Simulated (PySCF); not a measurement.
Atom-mapped SMILES (the numbers label the heavy atoms): `[CH2:1]=[C:2]([CH3:3])[P:4]([CH3:5])[c:6]1[cH:7][cH:8][cH:9][o:10]1`. Hydrogens are named by the atom that carries them. Ha(C1) is cis to C3; Hb(C1) is trans to C3.

Level of theory: σ from GIAO-PBE0/pcSseg-1, coordinates at the GFN2-xTB level, in PySCF (isolated molecule, non-relativistic, one computed conformer, rapidly exchanging positions averaged).

Chemical shifts δ = σref − σ; TMS for $^{13}$C (σ = 186.93 ppm) and $^{1}$H (σ = 31.72 ppm); $^{31}$P (σ = 318.38 ppm) vs H3PO4; H2O for $^{17}$O (σ = 336.08 ppm), all at this level.

```
 atoms   nucleus  count  Hirshfeld charge  δ (ppm)
    C5  $^{13}$C      1             -0.17        ?
 H(C8)   $^{1}$H      1              0.06        ?
    C7  $^{13}$C      1             -0.08    128.5
    C9  $^{13}$C      1              0.01    151.7
 H(C9)   $^{1}$H      1              0.06        ?
    P4  $^{31}$P      1              0.15    -65.2
 H(C7)   $^{1}$H      1              0.06     7.10
 H(C3)   $^{1}$H      3              0.04        ?
    C2  $^{13}$C      1             -0.04    160.2
   O10  $^{17}$O      1             -0.05    313.2
    C6  $^{13}$C      1              0.00    159.2
 H(C5)   $^{1}$H      3              0.04        ?
Hb(C1)   $^{1}$H      1              0.04     5.30
    C8  $^{13}$C      1             -0.09    117.4
Ha(C1)   $^{1}$H      1              0.04     5.73
    C1  $^{13}$C      1             -0.12    121.4
    C3  $^{13}$C      1             -0.12     26.4
```

Q: Estimate the values marked ?.

A: 
- C5: 13.0 ppm, methyl carbon bonded to P
- H(C9): 7.74 ppm, hydrogen on an aromatic CH next to the ring oxygen; aromatic region
- H(C8): 6.61 ppm, hydrogen on an aromatic CH; ring-current deshielding
- H(C3): 1.66 ppm, hydrogen on an allylic methyl carbon; allylic position
- H(C5): 1.63 ppm, hydrogen on a methyl carbon bonded to P

Shifts are as computed. Against solution values, carbons near 30 ppm lie about +3 ppm off and those near 130 ppm about +5 ppm. Of 1211 compounds with measured shifts, 218 miss one by over three times the rms of a fit or turn the order of signals round; such compounds aren't used in these exercises. Unscaled 17O shifts of doubly bonded oxygen tend to come out too high, by tens of ppm or more. Experimental scales use liquid or dissolved standards, which lie at an offset from isolated H2O (liquid H2O: subtract about 36 ppm) and H3PO4.
